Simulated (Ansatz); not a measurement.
`[AlH2][SiH2][ZnH]` + HCl → `Cl[SiH2][ZnH]` + `[AlH3]` at 500 K and 1 bar (cleavage of the Si–Al bond).

Gas-phase electronic energies from Ansatz, PBE0-D4/def2-TZVP geometries. CCSD(T)/CBS adds triple-zeta CCSD(T) − MP2 to the extrapolated MP2 energy (def2 sets, frozen cores). This one scheme is used for every species. For Zn outer-core shells are correlated without core-valence functions, which leaves a few kJ/mol of doubt a bond. Scalar relativity is left out up to krypton.

```json
{"species": "`[AlH2][SiH2][ZnH]`", "CCSD(T)/CBS energy (Eh)": "-2312.44185", "H − E (kJ/mol)": "139.8", "S (J/(mol·K))": "414.6"}
{"species": "HCl", "CCSD(T)/CBS energy (Eh)": "-460.38127", "H − E (kJ/mol)": "32.5", "S (J/(mol·K))": "201.9"}
{"species": "`Cl[SiH2][ZnH]`", "CCSD(T)/CBS energy (Eh)": "-2529.06736", "H − E (kJ/mol)": "99.5", "S (J/(mol·K))": "366.2"}
{"species": "`[AlH3]`", "CCSD(T)/CBS energy (Eh)": "-243.78045", "H − E (kJ/mol)": "68.7", "S (J/(mol·K))": "232.2"}
```

H − E and S are ideal-gas, rigid-rotor, harmonic terms from PBE0-D4/def2-TZVP. 1 Eh = 2625.50 kJ/mol, R = 8.31446 J/(mol·K).

Task: By hand: ΔE, ΔH, ΔS and ΔG.

Result: ΔE = (-2529.06736) + (-243.78045) − (-2312.44185) − (-460.38127) = -0.02469 Eh = -64.8 kJ/mol. Δ(H − E) = 99.5 + 68.7 − 139.8 − 32.5 = -4.1, so ΔH = -68.9 kJ/mol. ΔS = 366.2 + 232.2 − 414.6 − 201.9 = -18.1 J/(mol·K). ΔG = -68.9 − 500 × (-18.1)/1000 = -59.9 kJ/mol.

Task: By hand: the equilibrium constant, and the temperature at which ΔG would vanish if ΔH and ΔS stayed fixed.

Result: log₁₀ K = −ΔG/(RT ln 10) = 6.3. ΔG = 0 at ΔH/ΔS = 3807 K, far beyond where these terms or the molecules hold.

ΔH outweighs TΔS. A doubt of 5 kJ/mol in ΔE shifts log₁₀ K by 0.5 here. These are equilibria of isolated gas molecules and say nothing of rates. Largest T1 diagnostic: 0.015 (customary marks: 0.02 for closed shells, 0.045 for open ones).
